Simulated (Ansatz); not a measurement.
Worked example: the enthalpy of HI + H3NO → NH3 + HOI

Species: HI, singlet; H3NO (hydroxylamine) `NO`, singlet; NH3 (ammonia) `N`, singlet; HOI (hypoiodous acid) `OI`, singlet. The partners trade I for NH2: H–I and O–NH2 bonds give way to H–NH2 and O–I.

Shapes, held fixed at every level: PBE0-D4/def2-TZVP. Flexible molecules stand in one conformer, not always the lowest. Programs: Ansatz 0.2.0. The zero-point and thermal terms to 298 K, harmonic and unscaled (PBE0-D4/def2-TZVP), stand in the table.

At CCSD(T)/def2-TZVPP; 1 Eh = 2625.50 kJ/mol:

```
species  energy (Eh)  H(298 K) − E (kJ/mol)  tabulated ΔfH (kJ/mol)
     HI  -297.737430                   22.7                   +26.5
   H3NO  -131.543630                  117.8                   -43.5
    NH3   -56.475945                  100.5                   -45.6
    HOI  -372.835641                   43.6                   -61.3
```

Problem. Work out the reaction enthalpy at 298 K from the calculation and from the table of heats.

Solution. 
1. Electronic: (-56.475945) + (-372.835641) − [(-297.737430) + (-131.543630)] = -0.030526 Eh = -80.1 kJ/mol.
2. Zero-point and thermal: (100.5) + (43.6) − [(22.7) + (117.8)] = +3.6 kJ/mol.
3. Computed ΔH = -76.5 kJ/mol.
4. From the heats of formation (Active Thermochemical Tables): (-45.6) + (-61.3) − [(26.5) + (-43.5)] = -89.9 kJ/mol.
5. Computed less tabulated: +13.4 kJ/mol. Tabulated heats carry uncertainties of their own.

For atoms past krypton def2 sets carry core potentials with scalar relativity. Correlated rows may include outer-core shells of I, which these sets cover unevenly.
